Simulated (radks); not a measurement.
Question: Species: the gold ion Au+. Configuration: [Xe] 4f14 5d10 6s(up 0, down 0) (the NIST ground configuration). All-electron calculation, scalar-relativistic Kohn-Sham, PBEsol, spin-polarised, spherical densities, point nucleus. Program: a radial shooting solver on a logarithmic mesh with Libxc functionals. Some entries of the table are withheld. Estimate them.

orbital,occ.,eigenvalue (eV),r(max) (bohr)
1s,2,-80768.62,0.01042
2s,2,-14257.77,0.06017
2p,6,-12326.74,0.04982
3s,2,-3371.452,(1)
3p,6,-2811.496,0.1690
3d,10,-2213.597,0.1376
4s,2,-738.0479,0.3827
4p,6,-554.4570,0.4029
4d,10,-334.2078,(2)
5s,2,-116.9489,0.8477
4f,14,-89.6541,0.3753
5p,6,-68.3689,0.9529
5d,10,(3),1.216
6s,0,-13.2249,2.232

Answer: 
(1) 3s r(max) (bohr): 0.1697
(2) 4d r(max) (bohr): 0.4104
(3) 5d eigenvalue (eV): -15.3570
